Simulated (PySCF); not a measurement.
Spin-rotation constants: SMILES C#CCNCCC=C, C₇H₁₁N

Molfile (atoms numbered from 1):
```
C7H11N
     RDKit          3D

 19 18  0  0  0  0  0  0  0  0999 V2000
   -3.3591   -1.6596    0.7280 C   0  0  0  0  0  0  0  0  0  0  0  0
   -2.3420   -1.7305    0.1000 C   0  0  0  0  0  0  0  0  0  0  0  0
   -1.0461   -1.7333   -0.5676 C   0  0  0  0  0  0  0  0  0  0  0  0
   -0.0888   -0.7935   -0.0083 N   0  0  0  0  0  0  0  0  0  0  0  0
   -0.4563    0.5988   -0.1850 C   0  0  0  0  0  0  0  0  0  0  0  0
    0.5665    1.5054    0.5024 C   0  0  0  0  0  0  0  0  0  0  0  0
    1.9401    1.2853   -0.0452 C   0  0  0  0  0  0  0  0  0  0  0  0
    2.9850    0.9239    0.6737 C   0  0  0  0  0  0  0  0  0  0  0  0
   -4.2693   -1.6309    1.2496 H   0  0  0  0  0  0  0  0  0  0  0  0
   -0.6128   -2.7372   -0.4977 H   0  0  0  0  0  0  0  0  0  0  0  0
   -1.1835   -1.4895   -1.6273 H   0  0  0  0  0  0  0  0  0  0  0  0
    0.0454   -0.9882    0.9801 H   0  0  0  0  0  0  0  0  0  0  0  0
   -1.4644    0.8236    0.2070 H   0  0  0  0  0  0  0  0  0  0  0  0
   -0.4619    0.8009   -1.2620 H   0  0  0  0  0  0  0  0  0  0  0  0
    0.5594    1.3155    1.5781 H   0  0  0  0  0  0  0  0  0  0  0  0
    0.2693    2.5449    0.3366 H   0  0  0  0  0  0  0  0  0  0  0  0
    2.0369    1.4356   -1.1121 H   0  0  0  0  0  0  0  0  0  0  0  0
    2.9153    0.7641    1.7374 H   0  0  0  0  0  0  0  0  0  0  0  0
    3.9565    0.7739    0.2350 H   0  0  0  0  0  0  0  0  0  0  0  0
  1  2  3  0
  2  3  1  0
  3  4  1  0
  4  5  1  0
  5  6  1  0
  6  7  1  0
  7  8  2  0
  1  9  1  0
  3 10  1  0
  3 11  1  0
  4 12  1  0
  5 13  1  0
  5 14  1  0
  6 15  1  0
  6 16  1  0
  7 17  1  0
  8 18  1  0
  8 19  1  0
M  END
```

The calculation used GIAO B3LYP/pcSseg-1 magnetisability, rotational g tensor and spin-rotation constants, non-relativistic, gas phase in PySCF. Geometry: GFN2-xTB.

Q: Give the nuclear spin-rotation constants along the inertial axes (H = +C I·J) beside the isotropic shieldings.

A: Rotational constants 5.5765, 0.8606, 0.8123 GHz. A star marks the isotopologue with that one atom substituted, in its own axes.
| atom | isotope | Caa (kHz) | Cbb (kHz) | Ccc (kHz) | mean (kHz) | σ (ppm) |
| --- | --- | --- | --- | --- | --- | --- |
| N4 | 14N | 0.332 | 0.063 | 0.033 | 0.143 | 195.3 |
| H9 | 1H | -0.277 | -0.057 | -0.081 | -0.138 | 30.3 |
| H10 | 1H | -0.622 | 0.026 | -0.061 | -0.219 | 27.9 |
| H11 | 1H | -0.620 | -0.090 | 0.039 | -0.224 | 28.6 |
| H12 | 1H | -0.725 | -0.117 | 0.015 | -0.276 | 32.2 |
| H13 | 1H | -0.173 | -0.016 | -0.084 | -0.091 | 28.3 |
| H14 | 1H | -0.549 | -0.100 | 0.030 | -0.206 | 29.5 |
| H15 | 1H | -0.623 | -0.098 | 0.031 | -0.230 | 29.9 |
| H16 | 1H | -0.542 | 0.008 | -0.070 | -0.201 | 29.2 |
| H17 | 1H | -0.561 | -0.087 | 0.073 | -0.191 | 25.8 |
| H18 | 1H | -0.594 | -0.090 | 0.068 | -0.205 | 26.6 |
| H19 | 1H | -0.117 | -0.015 | -0.072 | -0.068 | 26.7 |
| C1 | 13C* | 1.074 | 0.193 | 0.233 | 0.500 | 106.8 |
| C2 | 13C* | 1.157 | 0.201 | 0.260 | 0.539 | 95.3 |
| C3 | 13C* | 0.904 | 0.164 | 0.164 | 0.411 | 139.5 |
| C5 | 13C* | 1.183 | 0.166 | 0.164 | 0.504 | 129.1 |
| C6 | 13C* | 1.003 | 0.161 | 0.156 | 0.440 | 139.2 |
| C7 | 13C* | 1.619 | 0.257 | 0.374 | 0.750 | 32.0 |
| C8 | 13C* | 1.439 | 0.228 | 0.313 | 0.660 | 61.6 |

For the geometry as given, no vibrational averaging.

Q: How do the rotational constants and the g tensor change when H9, H10, H11, H12, H13, H14, H15, H16, H17, H18, H19 are replaced by deuterium?

A: Constants 4.1779, 0.7621, 0.7198 GHz; g -0.0081, -0.0031, -0.0060, against -0.0107, -0.0035, -0.0068 before.
